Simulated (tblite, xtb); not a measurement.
Cl$_{4}$Zr (SMILES [Cl][Zr]([Cl])([Cl])[Cl]), singlet, at a GFN2-xTB geometry (such geometries of metal compounds can be far from the true shape). Base run: GFN1-xTB (xtb).

Geometry (Å):
```xyz
5

Zr     0.0000     0.0000     0.0000
Cl     1.7992    -0.5652    -1.2298
Cl     0.6465     0.4659     2.1057
Cl    -0.9854     1.8128    -0.9009
Cl    -1.4603    -1.7135     0.0250
```
Charge 0, spin multiplicity 1.
All else is at xtb's defaults.
Base energy -18.67065 Eh.

Programs used: tblite, xtb; a row that names a program was run with it.

Each row names what was changed in the base input (with any setting that the change needs).

| change | ΔE vs base (kcal/mol) | HOMO-LUMO gap (eV) | G_solv (kcal/mol) | SCF cycles |
|---|---|---|---|---|
| base | 0.000 | 3.45 | - | 9 |
| alpb = thf | -8.45 | 3.49 | -8.49 | 9 |
| alpb = ch2cl2 | -9.22 | 3.51 | -9.35 | 9 |
| program = tblite; method = gfn1; option = (--guess, eeq) | 0.000 | - | - | - |
| etemp = 10000 | -41.40 | 4.26 | - | 8 |
| alpb = water | ? | ? | ? | 9 |
| etemp = 5000 | ? | ? | - | 8 |
| etemp = 1000 | 0.000 | 3.45 | - | 9 |
| program = tblite; method = gfn1; option = --grad | 0.000 | - | - | - |

Fill in the missing entries.


- alpb = water, ΔE vs base (kcal/mol): -5.79
- alpb = water, HOMO-LUMO gap (eV): 3.52
- alpb = water, G_solv (kcal/mol): -5.94
- etemp = 5000, ΔE vs base (kcal/mol): -2.64
- etemp = 5000, HOMO-LUMO gap (eV): 3.56

ALPB and GBSA are two models with their own fitted parameters for each solvent, which aren't always the measured dielectric constant.
